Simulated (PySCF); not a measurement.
The numbers are results of ωB97X-D3(BJ)/def2-TZVP // PBE0-D3(BJ)/def2-SVP (PySCF 2.14.0), not measurements. Isolated molecules, 0 K electronic values unless said otherwise. One relaxed conformer stands for a flexible species; it need not be the lowest. Excitations are Tamm–Dancoff values on a coarser integration grid. The basis has no diffuse functions, so Rydberg states are missing or too high.

Reference species (SMILES): `C=Cc1ccc([SiH3])c(F)c1` (C–C–C–C torsion 179°) (neutral, multiplicity 1).

```
Property                                       Value
-------------------------------------------  -------
T1 excitation (TDA)                          3.29 eV
brightest of the four lowest singlets (TDA)  7.03 eV
```

Changed species: `C=Cc1ccc(F)cc1[SiH3]` (C–C–C–C torsion 20°).

Predict the effect on the T1 excitation (TDA) and brightest of the four lowest singlets (TDA).

the T1 excitation (TDA) rises by 0.07 eV, to 3.36 eV; the brightest of the four lowest singlets (TDA) drops by 0.40 eV, to 6.63 eV.
